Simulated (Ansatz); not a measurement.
Wavefunction ladder for `F[C](F)(F)[SnH3]`

Cartesian coordinates in Å:
```
F -1.723 -1.016 -0.356
C -0.617 -0.404 -0.814
F -1.029 0.557 -1.661
F 0.049 -1.310 -1.552
Sn 0.621 0.406 0.820
H 1.064 -0.906 1.803
H 1.973 1.142 0.100
H -0.339 1.530 1.659
```

Charge 0, multiplicity 1. Correlated methods include outer-core shells of Sn, which these sets cover unevenly. Sn: def2 effective core potential. The structure was optimised at the PBE0-D4/def2-TZVP level. Frozen core, restricted reference, Ansatz.

```tsv
basis	HF (Eh)	MP2 corr.	CCSD corr.	(T)	CCSD(T) total
def2-SVP	-550.96571	-0.79892	-0.83181	-0.01757	-551.81509
def2-TZVPP	-551.39844	-1.23861	-1.25152	-0.03848	-552.68844
def2-QZVPP	-551.41471	-1.53418	–	–	–
```
